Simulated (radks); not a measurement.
These are the eigenvalues of the occupied orbitals of an atom or ion with whole-number occupations (hartree). All-electron calculation, scalar-relativistic Kohn-Sham, SCAN, spin-polarised, spherical densities, finite nucleus; meta-GGA in the generalised Kohn-Sham scheme; Fermi nuclear charge, rms radius of each element as measured or else 0.836 A^(1/3) + 0.57 fm. Program: a radial shooting solver on a logarithmic mesh with Libxc functionals.

1s up: -2637.625
1s down: -2637.625
2s up: -459.6714
2s down: -459.6662
2p up: -401.2576
2p down: -401.2525
3s up: -108.1218
3s down: -108.1204
3p up: -90.79003
3p down: -90.78809
3d up: -71.10558
3d down: -71.10113
4s up: -24.07762
4s down: -24.06826
4p up: -18.36632
4p down: -18.35719
4d up: -11.17522
4d down: -11.16396
5s up: -4.85455
5s down: -4.77728
5p up: -3.41377
5p down: -3.31852
4f up: -3.22652
4f down: -3.20752
5d up: -1.73029

Which element is it, and in what charge state? The configuration may be excited. Open shells, if any, are filled with parallel spins first.

Answer. Z = 75, rhenium, charge +4: Re4+ in [Xe] 4f14 5d3. The list shows which subshells hold electrons but not how many an open one holds; the 1s level, -2637.6 hartree, gives Z - s = 72.6 by -(Z - s)^2/2, which with screening and relativity narrows Z to a few neighbours, and the depths of the outer levels then fix element, charge and occupations together.
